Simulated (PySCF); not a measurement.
C₆ coefficients of unlike pairs at UHF

Calculated with PySCF 2.14 from the dipole response of each species, C₆(A,B) = (3/π) ∫ α_A(iu) α_B(iu) du, in atomic units, from isotropic polarisabilities. For ions this is the dispersion term alone; charge-induced terms of lower order in 1/R come first.

```
species   configuration                                                                                              basis      relativity  α (bohr³)  C₆ (like pair)
   Ti²⁺   [Ar] 3d2 (3F)                 x2c-QZVPPall with one added diffuse shell each of s, p, d, f, g type (12s8p6d4f3g)   spin-free X2C      4.317           13.08
   Ga³⁺  [Ar] 3d10 (1S)  aug-cc-pVQZ-PP with one added diffuse shell each of s, p, d, f, g type with ECP10MDF (8s7p6d4f3g)  core potential      1.011           1.478
     Xe       [Xe] (1S)              aug-cc-pwCVTZ-DK3 with one added diffuse shell each of s, p, d, f type (11s10p8d5f1g)   spin-free X2C      26.78           284.3
   Al²⁺   [Ne] 3s1 (2S)                                                                        aug-cc-pwCVQZ (10s9p7d5f3g)            none      15.43           43.97
```

(1) Estimate C₆ for Al²⁺ with Ti²⁺.

No spin-orbit coupling is included.

The other pairs:

```csv
pair,C₆
"Xe, Ti²⁺",58.10
"Ga³⁺, Ti²⁺",4.254
"Al²⁺, Ga³⁺",5.408
"Al²⁺, Xe",104.5
"Xe, Ga³⁺",17.41
```

Results:

(1) The integral gives 19.51. The combination rule 2 C_A C_B / (C_A α_B/α_A + C_B α_A/α_B) gives 19.48 and the geometric mean 23.98.
